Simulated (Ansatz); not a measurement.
Reactions of C$_{3}$H$_{7}$BSi (`B[SiH](C)C#C`).

Calculated with Ansatz (gas phase, PBE0-D4/def2-TZVP geometries, no zero-point term in ΔE). CBS: MP2 limit from def2 TZ/QZ plus the TZ coupled-cluster correction, frozen cores. This one scheme is used for every species. DFT in def2-TZVPP. def2 core potentials past Kr. For Sn outer-core shells are correlated without core-valence functions, which leaves a few kJ/mol of doubt a bond. Each species was taken in one conformer, which may not be the lowest.

| reaction | CCSD(T)/CBS(def2) (kJ/mol) |
| --- | --- |
| `B[SiH](C)C#C` + `[SiH3]BO[SiH3]` → `B[SiH](C)B[SiH3]` + `C#CO[SiH3]` | 277 |
| `B[SiH](C)C#C` + `[F][SnH]([F])[F]` → `C#[C][Sn]([F])([F])[F]` + `B[SiH2]C` | ? |
| `B[SiH](C)C#C` + `CF` → `B[SiH](C)CF` + `C#C` | 59 |
| `B[SiH](C)C#C` + `BS` → `BSC#C` + `B[SiH2]C` | 122 |

Question: Fill in the missing values. (Best estimate.)

Answer: Computed: `B[SiH](C)C#C` + `[F][SnH]([F])[F]` → `C#[C][Sn]([F])([F])[F]` + `B[SiH2]C`: +31.6 kJ/mol.

Largest T1 diagnostic: 0.015, for `B[SiH](C)B[SiH3]`.
